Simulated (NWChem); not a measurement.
System: CH₅AgO; SMILES [CH3][Ag]<-[OH2]

The following NWChem deck was run.

```
start job
memory heap 200 mb stack 900 mb global 1100 mb
geometry units angstroms noautoz
  Ag     0.000145    -0.013986     0.080357
  C      0.000163    -2.073500     0.001373
  H      0.852008    -2.433998    -0.595640
  H     -0.931157    -2.438334    -0.458649
  H      0.079147    -2.489157     1.017797
  O      0.000400     2.245474     0.123473
  H      0.766888     2.616364    -0.330560
  H     -0.766336     2.616663    -0.329903
end
basis spherical
  Ag library def2-tzvp
  C library def2-tzvp
  H library def2-tzvp
  O library def2-tzvp
end
ecp
  Ag library def2-ecp
end
dft
  xc m05-2x
  iterations 150
  mulliken
end
task dft energy
```

The geometry was optimised at PBE0/def2-SVP. def2 effective core potentials on Ag; no spin-orbit coupling.

### Question
What results follow from this input? (M05-2X/def2-TZVP with def2 effective core potentials on Ag.) Quantities: energy (Ha); highest occupied level (eV); orbital gap (eV); dipole (D).

### Answer
* **energy (Ha)**: -263.28
* **highest occupied level (eV)**: -6.77
* **orbital gap (eV)**: 6.76
* **dipole (D)**: 5.70
